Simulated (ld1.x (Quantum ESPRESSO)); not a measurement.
## Reading a pseudo-wave (He (Z = 2))

Columns: radius, all-electron u(r) and pseudo u(r) of the 1s shell (level -15.50 eV) of helium in the configuration 1s2; PBEsol, non-relativistic, PAW scheme, ld1.x (Quantum ESPRESSO) 7.5.

| r (bohr) | all-electron | pseudo |
| --- | --- | --- |
| 0.045 | 0.1956 | 0.1166 |
| 0.090 | 0.3577 | 0.2309 |
| 0.135 | 0.4909 | 0.3406 |
| 0.180 | 0.5993 | 0.4438 |
| 0.225 | 0.6866 | 0.5386 |
| 0.270 | 0.7559 | 0.6237 |
| 0.315 | 0.8098 | 0.6980 |
| 0.360 | 0.8507 | 0.7608 |
| 0.405 | 0.8805 | 0.8119 |
| 0.450 | 0.9010 | 0.8515 |
| 0.495 | 0.9136 | 0.8802 |
| 0.540 | 0.9196 | 0.8987 |
| 0.585 | 0.9200 | 0.9082 |
| 0.630 | 0.9157 | 0.9100 |
| 0.675 | 0.9076 | 0.9054 |
| 0.720 | 0.8962 | 0.8958 |
| 0.765 | 0.8822 | 0.8823 |
| 0.810 | 0.8660 | 0.8661 |
| 0.855 | 0.8480 | 0.8481 |
| 0.900 | 0.8287 | 0.8287 |
| 0.945 | 0.8084 | 0.8084 |
| 0.990 | 0.7871 | 0.7871 |
| 1.035 | 0.7654 | 0.7654 |
| 1.080 | 0.7432 | 0.7432 |
| 1.125 | 0.7208 | 0.7208 |
| 1.170 | 0.6982 | 0.6982 |

Question: How many radial nodes do the two functions have?

Answer: The all-electron 1s function has n − l − 1 = 0; the pseudo-wave has 0.

Question: At about which radius was the pseudo-wave matched?

Answer: 0.90 bohr. The columns agree to 0.0005 from 0.72 bohr on; several derivatives are matched, so the curves merge somewhat inside the radius.

Question: Is the pseudo-wave norm-conserving?

Answer: No, it belongs to a PAW set: the norm inside the radius is not constrained, and the difference is carried by the augmentation charge.
